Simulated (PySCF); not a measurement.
Vertical excitations of a molecule C3H9BFN from TDA-PBE/def2-SVPD (PySCF), as energy in eV (oscillator strength): 6.05 (0.023), 6.81 (0.030), 6.88 (0.044), 7.20 (0.026), 7.48 (0.017), 7.62 (0.237), 7.95 (0.025), 8.11 (0.017), 8.22 (0.008), 8.24 (0.015). Lowest triplet (TDA): 5.89 eV. Geometry: ωB97X-D3(BJ)/def2-SVP. One conformer was computed; it need not be the lowest.

### Question
Which molecule gave these data?
A) CCN(C)BF
B) CC(C)B(N)F
C) CC(C)NBF
D) CCNB(C)F

### Answer
D, CCNB(C)F
